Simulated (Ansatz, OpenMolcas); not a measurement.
OpenMolcas → Ansatz

OpenMolcas 26.06 runs this on [CSO3F3]− (trifluoromethanesulfonate):

mol.inp:
```
&GATEWAY
  BasLib=$CurrDir
  Coord
  8
  angstrom
  O       -0.452120      -1.793850       0.534600
  S        0.514500      -0.855220       0.007850
  O        1.622110      -0.542800       0.884460
  O        0.853150      -1.026290      -1.388190
  C       -0.440870       0.732840      -0.006730
  F       -0.854330       1.079580       1.221330
  F        0.292430       1.753940      -0.474640
  F       -1.534870       0.651830      -0.778680
  Basis=def2-SVP
  Group=NoSym

&SEWARD
  GridInput
  Grid=UltraFine
  End of Grid

&SCF
  Charge=-1
  KSDFT=2
  1.0 MGGA_X_R2SCAN
  1.0 MGGA_C_R2SCAN
  Thresholds=1e-10 1e-07 1e-07 1e-05
  PrOrbitals=1 1

&ALASKA
```

```bash
$ export MOLCAS_MEM=1860
$ pymolcas mol.inp > mol.log
```

(Basis files named in the input come from the Basis Set Exchange and aren't shown.)

Geometry: relaxed at PBE0-D4/def2-TZVPD.

Without diffuse functions the anion is poorly described. The shape isn't stationary at this level (largest force 2.1 eV/Å).

It gives a total energy of -960.680593 Eh.

Task: Translate the job to Ansatz 0.2.0 as an input file of the program's own, asking for the energy.

Result: This input was run:

job.yaml:
```yaml
crystal:
  periodic: [false, false, false]
  atoms:
    - symbol: O
      position_ang: [-0.452120, -1.793850, 0.534600]
    - symbol: S
      position_ang: [0.514500, -0.855220, 0.007850]
    - symbol: O
      position_ang: [1.622110, -0.542800, 0.884460]
    - symbol: O
      position_ang: [0.853150, -1.026290, -1.388190]
    - symbol: C
      position_ang: [-0.440870, 0.732840, -0.006730]
    - symbol: F
      position_ang: [-0.854330, 1.079580, 1.221330]
    - symbol: F
      position_ang: [0.292430, 1.753940, -0.474640]
    - symbol: F
      position_ang: [-1.534870, 0.651830, -0.778680]
basis:
  gaussian:
    orbitals: def2-SVP
total_charge: -1
hamiltonian:
  xc: r2scan
accuracy: high
output: {orbitals: {seedname: orbitals}}
```

```bash
$ ansatz run job.yaml --threads 1 --pin off --max-ram 3480MiB --events-out events.jsonl --progress --plain --runs-dir runs
```

Its energy is -960.680617 Eh, 0.024 mEh from the first; the programs' integration grids differ.
